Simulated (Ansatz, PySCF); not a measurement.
Process, species as SMILES: O=C(O)O → [OH] (HO) + O=[C]O (the C-O bond at the site shown breaks; other sites are not compared here)
Structures are relaxed separately at B3LYP-D3(BJ)/def2-TZVP in Ansatz (a first-principles code), one conformer each, not searched for the lowest.
Geometry of the first species:
```
C
O 1 1.2025
O 1 1.3386 2 125.65
H 3 0.9673 1 106.70 2 0.00
O 1 1.3386 2 125.65 3 180.00
H 5 0.9673 1 106.70 2 0.00
```

Wanted: bond dissociation energy (enthalpy at 298 K, with B3LYP-D3(BJ) rigid-rotor harmonic-oscillator terms from PySCF), in kJ/mol. Correlated levels leave the core frozen unless marked. UHF or UKS for open shells. No spin-orbit coupling. No relativistic terms. Basis-set limits of correlation are two-point, X^-3; Hartree-Fock from the larger set. [CCSD(T)-MP2]/basis is that difference in the basis named.

```
level                     program  bond dissociation energy (kJ/mol)
-----------------  --------------  ---------------------------------
HF/cc-pVTZ                 Ansatz                              336.2
RI-HF/aug-cc-pVQZ          Ansatz                              332.6
SVWN5/def2-TZVPD           Ansatz                              568.3
PBE-D4/def2-TZVPD  Ansatz + dftd4                              470.1
```

Q: Estimate the value at RI-MP2/CBS(aug-cc-pVTZ,aug-cc-pVQZ)+[CCSD(T)-MP2]/aug-cc-pVTZ as computed with Ansatz.

A: 474.5 kJ/mol
